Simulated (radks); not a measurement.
Q: The mean radii <r> (bohr) of the occupied orbitals of an atom or ion are listed with their occupations. Calculated with a radial shooting solver on a logarithmic mesh with Libxc functionals: Dirac Kohn-Sham, PBE, spin-unpolarised, spherical densities, point nucleus.

| orbital | occ. | <r> |
|---|---|---|
| 1s1/2 | 2 | 0.03428 |
| 2s1/2 | 2 | 0.1492 |
| 2p1/2 | 2 | 0.1271 |
| 2p3/2 | 4 | 0.1318 |
| 3s1/2 | 2 | 0.4151 |
| 3p1/2 | 2 | 0.4090 |
| 3p3/2 | 4 | 0.4196 |
| 3d3/2 | 4 | 0.3969 |
| 3d5/2 | 6 | 0.4004 |
| 4s1/2 | 2 | 1.053 |
| 4p1/2 | 2 | 1.143 |
| 4p3/2 | 4 | 1.172 |
| 4d3/2 | 1.6 | 1.588 |
| 4d5/2 | 2.4 | 1.604 |
| 5s1/2 | 2 | 2.918 |

Name the element and its charge. Open shells, if any, are shared by 2j + 1.

A: Z = 43, technetium, charge +1: Tc+ in [Kr] 4d4 5s2. The 1s radius gives Z: for a bare nucleus <r> = (2 gamma + 1)/(2Z) with gamma = sqrt(1 - (Z/c)^2), 0.03371 bohr for Z = 43, and screening makes it slightly larger (0.03428 here). The occupations add up to 42, and the charge is Z minus that.
